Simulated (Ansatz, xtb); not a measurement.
**Relative energy of two isomers of C2H6BrSi**

Structure X: `CC[SiH]Br`, a doublet. Structure Y: `C[Si](C)Br`, a doublet. Both are isolated molecules in the gas phase, relaxed with BLYP-D3(BJ)/def2-SVP, each in the lowest conformer that the search found.

X (Å):

```yaml
atoms:
  - { symbol: C, position_ang: [1.3291, 1.1143, 0.5552] }
  - { symbol: C, position_ang: [1.0526, -0.4049, 0.6364] }
  - { symbol: Br, position_ang: [-1.3684, -0.1878, -1.7702] }
  - { symbol: Si, position_ang: [0.5419, -1.1881, -1.0313] }
  - { symbol: H, position_ang: [0.4246, 1.6674, 0.2340] }
  - { symbol: H, position_ang: [1.9575, -0.9563, 0.9759] }
  - { symbol: H, position_ang: [1.6402, 1.5135, 1.5434] }
  - { symbol: H, position_ang: [2.1372, 1.3438, -0.1688] }
  - { symbol: H, position_ang: [1.5973, -0.9242, -2.0820] }
  - { symbol: H, position_ang: [0.2554, -0.6241, 1.3771] }
```

Y (Å):

```yaml
atoms:
  - { symbol: C, position_ang: [-0.9272, -1.9015, 0.7540] }
  - { symbol: C, position_ang: [0.4190, 0.7372, -0.2772] }
  - { symbol: Br, position_ang: [-1.2565, 0.8819, 2.6765] }
  - { symbol: Si, position_ang: [-1.1093, -0.0142, 0.5753] }
  - { symbol: H, position_ang: [0.0028, -2.1372, 1.3146] }
  - { symbol: H, position_ang: [-0.8651, -2.3748, -0.2477] }
  - { symbol: H, position_ang: [-1.7852, -2.3393, 1.2998] }
  - { symbol: H, position_ang: [0.5173, 0.3348, -1.3066] }
  - { symbol: H, position_ang: [0.3472, 1.8405, -0.3337] }
  - { symbol: H, position_ang: [1.3347, 0.4737, 0.2943] }
```

Energies in hartree; the thermal terms are from BLYP-D3(BJ)/def2-SVP harmonic frequencies (ideal gas, rigid rotor, one conformer each, 298.15 K, 1 atm) and include the zero-point energy:

|  | X | Y |
| --- | --- | --- |
| E, CCSD(T)/def2-SVP | −2940.793581 | −2940.808870 |
| E, MP2/def2-SVP | −2940.731303 | −2940.748131 |
| E, MP2/def2-TZVPP | −2941.365023 | −2941.386447 |
| zero-point energy | 0.072042 | 0.071893 |
| H(298 K) − E | 0.079329 | 0.079807 |
| G(298 K) − E | 0.039889 | 0.039439 |

**Question.** Correct the CCSD(T) difference for the basis set by the MP2 change, then work out ΔE, ΔE₀, ΔH and ΔG for X → Y in kcal/mol (1 Eh = 627.51 kcal/mol) and the equilibrium ratio [Y]/[X].

**Answer.** 1. Differences Y − X: CCSD(T) −0.015289, MP2 in the small set −0.016828, MP2 in the large set −0.021424 Eh.
2. ΔE = −0.015289 + (−0.021424 − (−0.016828)) = −0.019885 Eh = −12.48 kcal/mol.
3. ΔE₀ = ΔE + ΔZPE = −0.019885 + (−0.000149) Eh = −12.57 kcal/mol.
4. ΔH = ΔE + (+0.000478) Eh = −12.18 kcal/mol.
5. ΔG = ΔE + (−0.000450) Eh = −12.76 kcal/mol, so ΔS = (ΔH − ΔG)/T = +8.2 J/(mol K).
6. kT = 0.9442 mEh, so K = [Y]/[X] = exp(−ΔG/kT) = exp(+21.54) ≈ 2.3 × 10^9.

Structure Y is favoured at this temperature. An error of 1 kcal/mol in ΔG would change K by a factor of 5.4. GFN2-xTB gave ΔE the other sign. Mirror images and further conformers aren't counted.

As drawn, Y has 1 C–Si, 1 C–H in place of 1 C–C, 1 Si–H.

Other levels gave ΔE = +3.8 (GFN2-xTB); −12.2 (HF/STO-3G, GFN2-xTB geometries); −12.4 (r2SCAN-D4/def2-SVP, GFN2-xTB geometries); −10.6 (BLYP-D3(BJ)/def2-SVP); −10.8 (HF/def2-SVP); −10.6 (MP2/def2-SVP); −9.6 (CCSD(T)/def2-SVP) kcal/mol. Open shells are spin-unrestricted. The correlated steps freeze 16 core orbitals; the filled d shell of Br is correlated, in a basis made for valence electrons. Programs: Ansatz 0.2.0, xtb 6.7.1.
